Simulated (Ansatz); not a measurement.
## Worked example: the interaction energy

The pair of Cl⁻ (SMILES [Cl-], atom 1) and H2O2 (SMILES OO, atoms 2–5), both closed shells, in one local arrangement (a lower one may exist), relaxed at PBE0-D4/def2-TZVPD:

```
5
angstrom
Cl -0.0360 0.2181 -1.9476
O -0.0077 0.6054 1.0508
O 0.0435 -0.8228 0.8899
H -0.0315 0.8807 0.1027
H 0.0316 -0.8814 -0.0958
```

Both fragments are computed in the basis of the whole pair.

Ansatz 0.2.0; basis: def2-TZVPPD and def2-QZVPPD; cores frozen in the correlated methods.

Energies in eV:

| quantity | pair | first fragment | second fragment |
| --- | --- | --- | --- |
| Hartree–Fock, triple zeta (X = 3) | -16610.83947 | -12505.39550 | -4104.24330 |
| Hartree–Fock, quadruple zeta (X = 4) | -16611.33025 | -12505.71730 | -4104.41047 |
| MP2 correlation, X = 3 | -19.40684 | -5.59447 | -13.62316 |
| MP2 correlation, X = 4 | -20.99297 | -6.13053 | -14.63888 |
| CCSD(T) correlation, X = 3 | -20.77101 | -6.26975 | -14.34531 |

Problem. Work out the interaction energy at the basis limit: extrapolate Hartree–Fock as E(X) = E∞ + A exp(−7.88 √X) and the MP2 correlation as E(X) = E∞ + B X^−2.97 (the exponents that Neese and Valeev fitted for def2-TZVPP and QZVPP, reused here for the diffuse sets), then add CCSD(T) − MP2 in triple zeta.

Solution. Each step is linear, so take the differences first (pair − first fragment − second fragment): Hartree–Fock -1.20067 (X = 3) and -1.20248 (X = 4); MP2 correlation -0.18921 and -0.22356; CCSD(T) correlation -0.15595.
Two points give E∞ = E(4) + w [E(4) − E(3)], with w = 1/(exp(7.88 (2 − √3)) − 1) = 0.1377 for Hartree–Fock and w = 1/((4/3)^2.97 − 1) = 0.7407 for the correlation.
Hartree–Fock: -1.20248 + 0.1377 × (-0.00181) = -1.2027 eV.
MP2 correlation: -0.22356 + 0.7407 × (-0.03435) = -0.2490 eV.
CCSD(T) − MP2: -0.15595 − (-0.18921) = 0.0333 eV.
Sum: -1.2027 + (-0.2490) + 0.0333 = -1.4184 eV, or -32.71 kcal/mol. Plain CCSD(T) in triple zeta gives -1.3566 eV, so the larger basis shifts the result by -0.0618 eV.

The T1 diagnostic stays at or below 0.013.

For scale, one of the runs: CCSD(T)/def2-TZVPPD, 165 basis functions, launched by `ansatz run in.yaml --threads 2 --pin off --events-out ev --progress --plain --max-ram 5222MiB`. Time: 12 s of wall clock on 2 CPU threads of an AMD EPYC 9R45; the host was shared. Peak host memory: 1.3 GiB.
